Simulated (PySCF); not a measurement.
# LaC: one state, many levels of theory

State: quartet, about 0.1 electrons in the 4f shell (Mulliken). Set-up: PySCF, scalar-relativistic core potentials, basis sets La def2-TZVPP with ECP46, C def2-TZVPP. De refers to La (5d1 6s2) + C in their high-spin ground configurations, without counterpoise correction. The functionals are run spin-unrestricted. A positive dipole means La(−)C(+).

```
       Level  Re (Å)  ωe (cm⁻¹)  De (eV)  μ (D)
        ROHF   2.145        684      n/a  -4.67
    ROHF-MP2   2.126        688      n/a    n/a
ROHF-SCS-MP2   2.132        675      n/a    n/a
   ROHF-CCSD   2.144        657     3.54    n/a
ROHF-CCSD(T)   2.159        634     3.78    n/a
         PBE   2.149        647      n/a  -4.15
      r²SCAN   2.146        649      n/a  -4.49
       TPSSh   2.149        655      n/a  -4.55
        PBE0   2.128        676      n/a  -4.38
     r²SCAN0   2.131        660      n/a  -4.59
       B97-3   2.138        667      n/a  -4.35
      M06-2X   2.135        659      n/a  -4.39
     ωB97M-V   2.131        670     3.64  -4.56
```

Task: What does a quarter of exact exchange do here, going from PBE to PBE0?

Result: PBE0 less PBE: -2.1 pm in Re, +4.5 % in ωe. Exact exchange removes part of the self-interaction that spreads semilocal densities, and in most molecules shortens and stiffens the bond and lowers De; so it does here.

Task: What does the step from GGA to meta-GGA do here, going from PBE to r²SCAN?

Result: r²SCAN less PBE: -0.3 pm in Re, +0.3 % in ωe. 

Task: What does a quarter of exact exchange do here, going from r²SCAN to r²SCAN0?

Result: r²SCAN0 less r²SCAN: -1.5 pm in Re, +1.7 % in ωe. Exact exchange removes part of the self-interaction that spreads semilocal densities, and in most molecules shortens and stiffens the bond and lowers De; so it does here.

Correlated steps freeze 1 core orbital. These are scalar-relativistic numbers at best; spin–orbit coupling would shift them, the dissociation energy most. UHF is strongly spin-contaminated for LaC, so the ROHF reference used there is far from stable. The state is the lowest single determinant that the PBE0 search found; with open d or f shells the true ground state can be another one.

The whole job (state search and all levels along the bond) took about 23 min on 1 thread of Arm Neoverse V1 (shared host), peak memory 3.6 GiB.
